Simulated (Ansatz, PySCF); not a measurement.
Reaction (SMILES): C1=C[SiH2][SiH2]C=C1 [1,2-dihydrodisiline] + 4 C (CH4) + 2 [SiH4] (SiH4) -> 2 C=C (C2H4) [ethene] + CC (C2H6) [ethane] + 2 C[SiH3] [methylsilane] + [SiH3][SiH3]
Geometries: B3LYP-D3(BJ)/def2-TZVP minima from Ansatz (an electronic-structure program), one conformer each, not searched for the lowest. Frequencies are from Ansatz or PySCF. Unstable Hartree-Fock reference: C1=C[SiH2][SiH2]C=C1.
Geometry of the first species:
SMILES: C1=C[SiH2][SiH2]C=C1
```xyz
14

C      1.7654     0.6976    -0.1593
C      0.7485     1.5552    -0.3464
Si    -1.0733     1.1516    -0.2521
Si    -1.0987    -1.1273     0.2526
C      0.7136    -1.5716     0.3460
C      1.7494    -0.7371     0.1584
H      2.7735     1.0951    -0.2501
H      1.0269     2.5811    -0.5743
H     -1.7269     1.4763    -1.5458
H     -1.7206     1.9929     0.7871
H     -1.7588    -1.4372     1.5467
H     -1.7652    -1.9538    -0.7862
H      0.9691    -2.6034     0.5738
H      2.7484    -1.1570     0.2487
```
Charge 0, spin multiplicity 1.

Quantity: bond separation energy (enthalpy at 298 K, with B3LYP-D3(BJ) rigid-rotor harmonic-oscillator terms), in kJ/mol. Correlated levels leave the core frozen unless marked. Spin-orbit coupling is left out. Non-relativistic. CBS(X,Y): correlation extrapolated as X^-3; Hartree-Fock from the larger set. [CCSD(T)-MP2]/basis is that difference in the basis named.

```
level                                                                 program  bond separation energy (kJ/mol)
-------------------------------------------------------------  --------------  -------------------------------
revPBE/def2-TZVPD                                                      Ansatz                             52.6
CAM-B3LYP-D4/def2-TZVPD                                        Ansatz + dftd4                                …
B2GP-PLYP/def2-TZVPD                                                   Ansatz                             50.5
B2PLYP-D3(BJ)/def2-TZVPD                                       Ansatz + dftd3                             56.4
SCS-MP2/6-31G                                                          Ansatz                             63.3
SCS-MP2/cc-pwCVTZ                                                      Ansatz                             53.4
CCSD/STO-3G                                                            Ansatz                             71.6
RI-MP2/CBS(cc-pV(T+d)Z,cc-pV(Q+d)Z)+[CCSD(T)-MP2]/cc-pV(T+d)Z          Ansatz                                …
```

Task: Fill in the missing entries.

Result: 
- CAM-B3LYP-D4/def2-TZVPD, bond separation energy (kJ/mol): 46.7
- RI-MP2/CBS(cc-pV(T+d)Z,cc-pV(Q+d)Z)+[CCSD(T)-MP2]/cc-pV(T+d)Z, bond separation energy (kJ/mol): 49.1
